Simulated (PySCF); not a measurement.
State search for RbBa

Unrestricted PBE0; PySCF, spin-free X2C with a Gaussian nucleus, basis sets Rb x2c-TZVPall, Ba x2c-TZVPall. Outer shells of the fragments: Rb 5s1; Ba 6s2.

Followed along the bond (rough minima from three points):

| 2Ms+1 | unpaired | ⟨S²⟩ at the start | R at minimum (Å) | Te (eV) |
| --- | --- | --- | --- | --- |
| 2 | σ ↑ | 0.76 | 4.75 | 0.00 |
| 2 | π ↑ | 0.83 | 4.04 | 0.37 |
| 2 | δ ↑ | 0.84 | 4.38 | 0.57 |
| 4 | σ ↑↑, π ↑ | 3.75 | 4.57 | 0.86 |
| 4 | σ ↑, π ↑↑ | 3.75 | 3.73 | 1.12 |

Solutions found at the starting distance of 3.845 Å, counted from the lowest of them; the search is not exhaustive and high or unbound solutions are not listed, so other states can lie among these:

| 2Ms+1 | unpaired | term | E (eV) | ⟨S²⟩ | ⟨Lz²⟩ | μ (D) |
| --- | --- | --- | --- | --- | --- | --- |
| 2 | σ ↑ | ²Σ⁺ | 0.00 | 0.76 | 0.00 | -1.12 |
| 2 | π ↑ | ²Π | 0.12 | 0.83 | 1.08 | -2.93 |
| 2 | δ ↑ | ²Δ | 0.42 | 0.84 | 4.00 | -2.40 |
| 4 | σ ↑↑, π ↑ | ⁴Π | 0.72 | 3.75 | 1.11 | -0.93 |
| 4 | σ ↑, π ↑↑ | ⁴Σ⁻ | 0.86 | 3.75 | 0.00 | -0.82 |
| 4 | σ ↑↑↑ | ⁴Σ⁺ | 1.04 | 3.75 | 0.00 | -0.83 |
| 4 | σ ↑↑, δ ↑ | ⁴Δ | 1.08 | 3.75 | 4.00 | -1.44 |
| 2 | σ ↑↑, π ↓ | mixed | 1.10 | 1.75 | 1.19 | 0.34 |
| 4 | σ ↑, π ↑, δ ↑ | mixed | 1.29 | 3.75 | 5.00 | -2.05 |
| 2 | σ ↑, π ↑↓ | mixed | 1.31 | 1.75 | 2.05 | -1.32 |
| 4 | σ ↑, π ↑↑ | mixed | 1.45 | 3.75 | 2.02 | -6.13 |
| 2 | σ ↑ | mixed | 1.70 | 0.76 | 2.01 | -0.69 |

A term symbol is given only where ⟨S²⟩ and ⟨Lz²⟩ are close to those of a pure state; real π, δ and φ orbitals otherwise mix terms. A positive dipole means Rb(−)Ba(+).

Compare the gap between the two lowest followed solutions at the starting distance with the gap between their minima.

At PBE0 the second solution (doublet, unpaired electrons π ↑) lies +0.12 eV from the first (doublet, unpaired electrons σ ↑) at 3.845 Å and +0.37 eV at the minima; the two curves relax by different amounts, since their minima lie near 4.04 and 4.75 Å.

Spin–orbit coupling is left out.
